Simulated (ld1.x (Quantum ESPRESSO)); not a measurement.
platinum (Pt): one change to a TM potential, before and after

ld1.x (Quantum ESPRESSO) 7.5 input, shortened:

```
&input
   title='Pt', zed=78., rel=0, dft='PZ', iswitch=3,
   config='[Xe] 4f14 5d9 5f-2 6s0 6p1'
 /
 &inputp
   pseudotype=2, tm=.true., lloc=0,
   nlcc=.true., rcore=1.45
 /
4
6P  2  1   1.00   0.00  3.00  3.00  0.0
5D  3  2   9.00   0.00  1.90  1.90  0.0
5F  4  3  -2.00   0.50  2.85  2.85  0.0
6S  1  0   0.00   0.00  2.20  2.20  0.0
 &test
   configts(1)='5d9 6s0 6p1'
 /
```

Change: core correction a·sin(br)/r model core inside 0.82 bohr.

Cutoffs: the cutoffs (Ry, on a coarse ladder) from which the occupation-weighted sum of valence levels, in a spherical-Bessel basis at the reference potential, stays within 10 and 1 mRy of its value at 400 Ry; they do not see the model core or the augmentation charge, which bear on the density cutoff. Errors are all-electron minus pseudo energies relative to the spin-unpolarised reference configuration.

Problem. How do hardness, ghosts and transferability respond?

Solution. The potential gets neither clearly harder nor softer (40 Ry and 50 Ry → 40 Ry and 50 Ry); of the 9 tests that both files solve, the error grows in 0 and shrinks in 2 by more than 15 % and 0.3 meV (median size 18.3 → 3.7 meV); neither file shows a bound ghost. A model core, the more so a compact one, raises the density cutoff, which this test does not measure.

```tsv
quantity	base	changed
cutoff, loose	40 Ry	40 Ry
cutoff, tight	50 Ry	50 Ry
bound ghosts	none	none
error for 5d9 6s1 6p0, meV [ΔE -3.50 eV]	-1.5	-1.6
error for 5d9 6s0 6p0, meV [ΔE 4.02 eV]	-3.6	-3.7
error for 5d8 6s0 6p0, meV [ΔE 24.88 eV]	-95	-97
error for 5d9.5 6s0.5 6p0, meV [ΔE -4.83 eV]	-22	-23
error for 5d8 6s1 6p0, meV [ΔE 9.10 eV]	-85	-88
error for 5d9 6s0.5 6p0, meV [ΔE -0.54 eV]	-0.6	-0.6
error for 5d6 6s0 6p0, meV [ΔE 105.27 eV]	-1442	-1487
error for 5d9 6s0 6p1 (spin-polarised), meV [ΔE -0.28 eV]	+17	+2.9
error for 5d9 6s1 6p0 (spin-polarised), meV [ΔE -3.85 eV]	+18	+3.4
s: phases at 3.24 bohr within 0.05 rad from the reference energy up to (Ry; the scan ends near 5)	1.6	1.6
p: phases at 3.24 bohr within 0.05 rad from the reference energy up to (Ry; the scan ends near 5)	2.6	2.6
d: phases at 3.24 bohr within 0.05 rad from the reference energy up to (Ry; the scan ends near 5)	0.6	0.6
f: phases at 3.24 bohr within 0.05 rad from the reference energy up to (Ry; the scan ends near 5)	3.2	3.2
```
